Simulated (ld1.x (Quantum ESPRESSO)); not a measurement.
**Ranking TM potentials for beryllium**

All share these settings but for the change named:

ld1.x (Quantum ESPRESSO) 7.5 input, shortened:

```
&input
   title='Be', zed=4., rel=0, dft='REVPBE', iswitch=3,
   config='[He] 2s1.75 2p0.25 3d-2'
 /
 &inputp
   pseudotype=2, tm=.true., lloc=-1, rcloc=2.20,
   nlcc=.false.
 /
3
2S  1  0   1.75   0.00  2.25  2.25  0.0
2P  2  1   0.25   0.00  3.15  3.15  0.0
3D  3  2  -2.00   0.40  2.55  2.55  0.0
 &test
   configts(1)='2s1.75 2p0.25'
 /
```

Cutoff: the first of the cutoffs (Ry, on a coarse ladder) from which the occupation-weighted sum of valence levels, in a spherical-Bessel basis at the reference potential, stays within 10 and 1 mRy of its value at 400 Ry; the density cutoff is not measured.

The base gives 8 Ry.

Of 10 variants that were run, those that failed, showed a ghost or another fault, or gave nearly equal values are left out.

A variant can come out equal or close to the base.

Problem. Rank these variants from softest to hardest (loose cutoff).
A. wave 2s (bound): rc 2.25 bohr becomes 2s (bound): rc 2.08 bohr
B. wave 2s (bound): rc 2.25 bohr becomes 2s (bound): rc 1.84 bohr
C. wave 2s (bound): rc 2.25 bohr becomes 2s (bound): rc 2.90 bohr

Solution. C (6 Ry), A (8 Ry), B (10 Ry).
